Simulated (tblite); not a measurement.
Compound: C5H12FNSi2.
Z-matrix (Å and degrees, GFN2-xTB geometry), rows numbered from 1:
```
F 
Si  1  1.6048
N   2  1.7292  1  106.29
Si  3  1.7538  2  122.98  1    -7.94
C   3  1.4019  2  115.11  1   177.65
C   5  1.3299  3  127.69  2  -138.42
C   6  1.4702  5  127.08  3     3.19
C   7  1.5046  6  119.24  5   156.77
C   8  1.4940  7   60.40  6   109.26
H   2  1.4546  1  105.90  3   118.39
H   2  1.4564  1  105.42  3  -119.17
H   4  1.4616  3  107.68  2   -44.09
H   4  1.4664  3  109.70  2    75.67
H   4  1.4591  3  105.75  2  -162.58
H   5  1.0847  3  113.70  2    40.23
H   6  1.0818  5  117.39  3  -178.17
H   7  1.0822  6  114.38  5    11.94
H   8  1.0796  7  117.99  9  -108.19
H   8  1.0792  7  118.13  9   108.63
H   9  1.0796  7  117.62  8   108.20
H   9  1.0792  7  118.26  8  -108.76
```

Computed values, GFN2-xTB/tblite, gas phase, harmonic and unscaled. This tight-binding method is rough: wavenumbers can miss measured ones by several per cent, in bad cases by 10 to 20. Modes of hydrogen on silicon can be 10 to 20 % off. One conformer, not necessarily the lowest.

Harmonic wavenumbers (cm⁻¹): 29.7, 38.8, 53.9, 121.4, 136.0, 155.1, 189.4, 222.4, 244.2, 291.5, 332.0, 503.6, 536.6, 537.9, 563.0, 578.5, 588.2, 666.3, 733.9, 763.6, 773.3, 788.3, 794.5, 798.3, 807.9, 842.9, 866.6, 880.5, 892.0, 953.8, 1007.8, 1020.8, 1061.3, 1070.1, 1098.8, 1101.7, 1155.9, 1185.6, 1243.2, 1290.0, 1336.3, 1404.9, 1438.0, 1484.6, 1705.9, 2222.3, 2271.6, 2296.7, 2303.8, 2339.9, 3002.9, 3054.5, 3063.9, 3087.9, 3089.1, 3090.4, 3110.1.

A = 2395, B = 577.3, C = 516.8 MHz; mass 161.049 u (most abundant isotopes); point group C1, symmetry number 1.

What is the zero-point energy?

½Σν̃ = 33611 cm⁻¹ = 96.10 kcal/mol.

Entropy at 298.15 K, 1 bar (ideal gas, RRHO, classical rotation)?

Translation 41.16, rotation 30.49, vibration 39.66: S = 111.3 cal/(mol K).

And Cp and H(298.15 K) − H(0)?

Cp = 46.63 cal/(mol K), of which vibrations give 38.68 (their classical limit is 57 R = 113.3); H(298.15 K) − H(0) = 8.26 kcal/mol without the zero-point energy, 5.89 from vibrations.

What must be added to the electronic energy to get the Gibbs energy at 298.15 K and 1 bar?

ZPE + [H(298.15 K) − H(0)] − T·S = 96.10 + 8.26 − 33.19 = 71.17 kcal/mol.

How do the functions run with temperature in this model?

| T (K) | S (cal/(mol K)) | Cp (cal/(mol K)) | H − H(0) (kcal/mol) | G − H(0) (kcal/mol) | ln q(vib) |
| --- | --- | --- | --- | --- | --- |
| 100 | 76.6 | 22.1 | 1.54 | -6.13 | 3.15 |
| 200 | 95.4 | 33.8 | 4.31 | -14.77 | 6.71 |
| 300 | 111.6 | 46.9 | 8.35 | -25.13 | 10.08 |
| 500 | 140.9 | 68.0 | 19.99 | -50.45 | 16.65 |
| 800 | 177.3 | 86.8 | 43.49 | -98.38 | 25.88 |
| 1000 | 197.6 | 94.7 | 61.68 | -135.93 | 31.50 |

q(vib) and H(0) count from the zero-point level.

Hindered rotation and anharmonicity are outside this model. Other conformers, if any are populated, would add a mixing term that is left out. The structure is chiral; the term R ln 2 for an equal mix with its mirror image is left out.
